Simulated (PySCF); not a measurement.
**Correlation energy of In (indium, neutral)**

[Kr] 4d10 5s1 5p2, high-spin 4P determinant (an excited configuration). All numbers are calculated (PySCF 2.14, the spin-free X2C one-electron Hamiltonian (Gaussian nucleus), in aug-cc-pVTZ-DK3 (8s7p5d2f, 68 functions)). Frozen: [Kr] 4d10; 3 electrons correlated.

```
  level  correlation energy (mhartree)
   CCSD                         -10.78
    (T)                          -0.09
CCSD(T)                         -10.87
```

Diagnostics: T1 = 0.0042, D1 = 0.0073, largest double amplitude 0.045.

Cost of the coupled-cluster step: roughly 2 core-seconds, for 3 correlated electrons.

Iterations:

```
CC2 = 0
CCSD nocc = (np.int64(3), np.int64(0)), nmo = (45, 45)
frozen orbitals [[0, 1, 2, 3, 4, 5, 6, 7, 8, 9, 10, 11, 12, 13, 14, 15, 16, 17, 18, 19, 20, 21, 22], [0, 1, 2, 3, 4, 5, 6, 7, 8, 9, 10, 11, 12, 13, 14, 15, 16, 17, 18, 19, 20, 21, 22]]
max_cycle = 100
direct = 0
conv_tol = 1e-08
conv_tol_normt = 1e-06
diis_space = 8
diis_start_cycle = 0
Init t2, MP2 energy = -0.00719276419003985
Init E_corr(UCCSD) = -0.00719276420085378
cycle = 1  E_corr(UCCSD) = -0.00947320778570939  dE = -0.00228044358  norm(t1,t2) = 0.0271276
cycle = 2  E_corr(UCCSD) = -0.0102709519970422  dE = -0.000797744211  norm(t1,t2) = 0.0110049
cycle = 3  E_corr(UCCSD) = -0.0107902454989739  dE = -0.000519293502  norm(t1,t2) = 0.0047755
cycle = 4  E_corr(UCCSD) = -0.0107800195226925  dE = 1.02259763e-05  norm(t1,t2) = 0.000549647
cycle = 5  E_corr(UCCSD) = -0.0107811674031838  dE = -1.14788049e-06  norm(t1,t2) = 6.77817e-05
cycle = 6  E_corr(UCCSD) = -0.0107807947626445  dE = 3.72640539e-07  norm(t1,t2) = 1.12314e-05
cycle = 7  E_corr(UCCSD) = -0.0107809693134588  dE = -1.74550814e-07  norm(t1,t2) = 1.80156e-06
cycle = 8  E_corr(UCCSD) = -0.0107809111069222  dE = 5.82065366e-08  norm(t1,t2) = 4.41362e-07
cycle = 9  E_corr(UCCSD) = -0.0107809193971774  dE = -8.29025518e-09  norm(t1,t2) = 1.374e-07
UCCSD converged
E(UCCSD) = -5877.936355606901  E_corr = -0.01078091939717736
UCCSD(T) correction = -9.11908169458656e-05
```
